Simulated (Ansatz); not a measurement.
FHSe (SMILES F[SeH]), charge 0, multiplicity 1, relaxed at each level with Ansatz (a program for electronic structure); harmonic frequencies from differences of analytic forces, average atomic masses, frozen cores.

```json
[
 {"mode": "1", "r2SCAN/def2-TZVPP (cm⁻¹)": "662", "B3LYP/def2-TZVPP (cm⁻¹)": "653", "wB97X-V/def2-TZVPP (cm⁻¹)": "690", "MP2/cc-pVTZ (cm⁻¹)": "685", "CCSD(T)/cc-pVDZ (cm⁻¹)": "650", "CCSD(T)/cc-pVTZ (cm⁻¹)": "?"},
 {"mode": "2", "r2SCAN/def2-TZVPP (cm⁻¹)": "867", "B3LYP/def2-TZVPP (cm⁻¹)": "858", "wB97X-V/def2-TZVPP (cm⁻¹)": "885", "MP2/cc-pVTZ (cm⁻¹)": "888", "CCSD(T)/cc-pVDZ (cm⁻¹)": "857", "CCSD(T)/cc-pVTZ (cm⁻¹)": "?"},
 {"mode": "3", "r2SCAN/def2-TZVPP (cm⁻¹)": "2394", "B3LYP/def2-TZVPP (cm⁻¹)": "2377", "wB97X-V/def2-TZVPP (cm⁻¹)": "2467", "MP2/cc-pVTZ (cm⁻¹)": "2484", "CCSD(T)/cc-pVDZ (cm⁻¹)": "2430", "CCSD(T)/cc-pVTZ (cm⁻¹)": "?"}
]
```

**Question.** Modes are in rising order at each level. Fill in the missing entries.

**Answer.** 
- 1, CCSD(T)/cc-pVTZ (cm⁻¹): 673
- 2, CCSD(T)/cc-pVTZ (cm⁻¹): 874
- 3, CCSD(T)/cc-pVTZ (cm⁻¹): 2410
